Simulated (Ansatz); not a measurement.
The same path of BCl3H2O (7 atoms, charge 0, multiplicity 1) was run twice with different band settings. Lost on the way: B1–Cl2, O5–H7. Made: Cl2–H7.

Method: Ansatz 0.2.0, RKS B3LYP-D4/def2-mTZVP.

Relaxed end points:

```xyz
7
Properties=species:S:1:pos:R:3
B 0.058 -0.117 0.154
Cl -0.024 0.604 1.842
Cl 1.565 0.263 -0.766
Cl -1.498 0.022 -0.812
O 0.129 -1.757 0.475
H -0.663 -2.172 0.085
H 0.082 -1.874 1.443
```

```xyz
7
Properties=species:S:1:pos:R:3
B -0.162 -0.449 -0.773
Cl 0.884 -0.817 3.371
Cl 1.147 0.721 -0.772
Cl -1.128 -0.735 -2.229
O -0.413 -1.126 0.370
H -1.145 -1.758 0.316
H 0.465 -0.866 2.137
```

Common settings: movable images 7; climbing image yes; optimiser quadratic models (default); start path through a guess of the saddle point; force threshold 0.03 eV/Å; iteration limit 60; end points relaxed.

| run | spring |
| --- | --- |
| 1 | 5.0 eV/Å² |
| 2 | 50.0 eV/Å² |

Problem. What does each run give, and how far can it be trusted?

Solution. Run 1: converged after 21 iterations, highest image 0.796 eV above the first end. A vibrational analysis at the climbing image gives one clearly imaginary mode, 1055i cm⁻¹: a first-order saddle point.
Run 2: converged after 18 iterations, highest image 0.796 eV above the first end. Another band between the same ends (7 images) ends at a top of the same energy, where a vibrational analysis finds 1 clearly imaginary mode.
The orbitals stay closed-shell, which can raise the energy where a bond breaks towards radicals; this wasn't checked here.
